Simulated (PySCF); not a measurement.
**A small calculation by hand: dipole moment from atomic charges**

LiCl, SMILES [Li][Cl]. Atoms are numbered in the order given.

```xyz
2

Li     0.0000     0.0000    -1.7170
Cl     0.0000     0.0000     0.3030
```
Charge 0, spin multiplicity 1.

Coordinates come from a PBE0-D3(BJ)/def2-TZVPD optimisation.

Charges (e) from PBE/def2-TZVPD (PySCF):

```json
[
 {"atom": "Li1", "ESP fit": "0.702", "IAO": "0.874"},
 {"atom": "Cl2", "ESP fit": "-0.702", "IAO": "-0.874"}
]
```

The dipole moment of the full density is 6.87 D.

Question: What dipole moment does each set of point charges give, and which comes closer to that of the density?

Answer: 
μ = Σ q r, and 1 e Å = 4.8032 D.
ESP fit: Σ q r = (0.000, 0.000, -1.418) e Å, |μ| = 6.81 D.
IAO: Σ q r = (0.000, 0.000, -1.765) e Å, |μ| = 8.48 D.
ESP fit comes closer in size. Point charges leave out the atoms' own dipoles (lone pairs, polarised bonds); fits to the potential absorb them, partitions of the density don't.
